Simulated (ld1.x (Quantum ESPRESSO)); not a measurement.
**Te TM: all-electron and pseudo phase curves**

```json
{
  "Element": "Te",
  "Generator": "ld1.x (Quantum ESPRESSO) 7.5",
  "Type": "norm-conserving Troullier–Martins (Kleinman–Bylander form)",
  "Functional": "LDA (PZ)",
  "Relativity": "fully relativistic",
  "Frozen core": "[Kr] 4d10",
  "Valence charge": "6",
  "Reference configuration": "5s1 5p5",
  "Partial waves": "5s (bound): rc 1.60 bohr; 5p (bound): rc 1.55 bohr",
  "Local potential": "the p channel",
  "Core correction": "a·sin(br)/r model core, default radius (core density twice the valence density)"
}
```

Open shells are filled in proportion to 2j + 1 (rel_dist='average').

The phase is arctan(r·u′/u) with u = r·R(r), unwrapped; energies in Ry, scanned from -3 to 5 Ry. A pole is an energy at which the radial function vanishes at the test radius. The pseudo phase is shifted by a multiple of π to meet the all-electron one at the reference energy, and phase errors are pseudo minus all-electron; the curves can meet again beyond the range given. Levels narrower than the energy grid can be missing from the lists of poles.

Problem. For each channel, where are the poles, and over which energies does the pseudopotential scatter like the atom?

Solution.

```csv
channel,radius (bohr),reference energy (Ry),"poles, all-electron","poles, pseudo",unbroken range about the reference energy with phases within 0.05 rad,phase error 1 Ry above the reference energy (rad)
s,1.74,-1.18,none,none,the whole range,-0.004
p1/2,1.74,-0.53,none,2.76,not even at the reference energy,+0.178
p3/2,1.74,-0.47,none,2.76,below -0.2,-0.159
```

Note: ghost state, extra bound levels that the all-electron valence spectrum of the same l lacks: s at -270.3 eV. A true bound ghost makes a file unfit for plane-wave use. The potential misses its own reference levels by up to 0.6 eV.

Phases in the p1/2 channel:

| E (Ry) | all-electron | pseudo |
| --- | --- | --- |
| -3.00 | 1.180 | 1.180 |
| -2.52 | 1.135 | 1.143 |
| -2.04 | 1.077 | 1.096 |
| -1.56 | 0.998 | 1.033 |
| -1.08 | 0.885 | 0.946 |
| -0.60 | 0.717 | 0.817 |
| -0.12 | 0.457 | 0.610 |
| 0.36 | 0.077 | 0.261 |
| 0.84 | -0.362 | -0.266 |
| 1.32 | -0.726 | -0.795 |
| 1.80 | -0.971 | -1.155 |
| 2.28 | -1.130 | -1.390 |
| 2.76 | -1.237 | -1.570 |
| 3.24 | -1.313 | -1.746 |
| 3.72 | -1.370 | -1.975 |
| 4.20 | -1.414 | -2.362 |
| 4.68 | -1.449 | -3.041 |
